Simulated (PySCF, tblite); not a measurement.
**Question.** Write a Z-matrix for `[SiH3][SiH2][SiH3]` as optimised with GFN2-xTB.

**Answer.** 
Z-matrix in Å and degrees, rows numbered from 1:
```
Si
Si  1  2.3147
Si  2  2.3145  1  116.14
H   1  1.4647  2  114.38  3  -179.90
H   1  1.4658  2  111.57  3   -59.34
H   1  1.4658  2  111.57  3    59.47
H   2  1.4738  1  109.26  3  -124.08
H   2  1.4738  1  109.25  3   124.17
H   3  1.4657  2  111.57  1    59.34
H   3  1.4658  2  111.56  1   -59.45
H   3  1.4646  2  114.40  1   179.92
```

Si2 (SiH2 silicon) is distorted tetrahedral (angles from 102.8° to 116.1°). Si1 (SiH3 silicon) is distorted tetrahedral (angles from 106.2° to 114.4°).

The geometry is computed with GFN2-xTB (gas phase).

Point group: C2v (every atom within 0.08 Å of its image). Its GFN2-xTB frequencies are all real (lowest 27 cm⁻¹). 2 starts were optimised and ended at 0.00 and 0.05 kcal/mol (GFN2-xTB); the lowest of these is shown.

***

What does the GFN2-xTB structure of `CC[O]` [radical] look like in three dimensions? (Doublet state.)

```
atom  x, y, z in Å
C1     0.7904    0.0880    0.0272
C2    -0.7273   -0.0676   -0.0376
O3    -1.4134    0.8650   -0.6455
H4     1.2404   -0.7485    0.5545
H5     1.1997    0.1417   -0.9790
H6     1.0455    1.0143    0.5371
H7    -1.1382   -0.2166    0.9965
H8    -0.9879   -1.0670   -0.4777
```

Orientation and origin are arbitrary. Atoms count from 1 in this order. 

Bonds between heavy atoms (Å): C1–C2 1.527, C2–O3 1.308.

The geometry is computed with GFN2-xTB (gas phase). This method treats the open shell by occupation alone, without spin polarisation.

Point group: Cs (tolerance 0.08 Å). Whether it is a minimum is left open (no frequencies).

***

Problem. What does the PBE0-D3(BJ)/def2-SVP structure of `O=[Se](=O)(F)F` look like in three dimensions?

Solution. 
```xyz
5
F2O2Se angstrom
O     -0.276   -1.258   -1.067
Se    -0.058   -0.169    0.052
O     -0.291   -0.332    1.601
F     -0.859    1.260   -0.449
F      1.500    0.505   -0.171
```

Any rigid rotation of these coordinates is as good. Atoms count from 1 in this order. Se2 (selenium bonded to 2 F and 2 O) has angles from 93.4° to 127.3°.

Bonds between heavy atoms (Å): O1=Se2 1.576, Se2=O3 1.575, Se2–F4 1.713, Se2–F5 1.713.

Method: PySCF, PBE0-D3(BJ)/def2-SVP geometry optimisation, gas phase.

Point group: C2v (tolerance 0.08 Å). Stationary, but not proved a minimum.
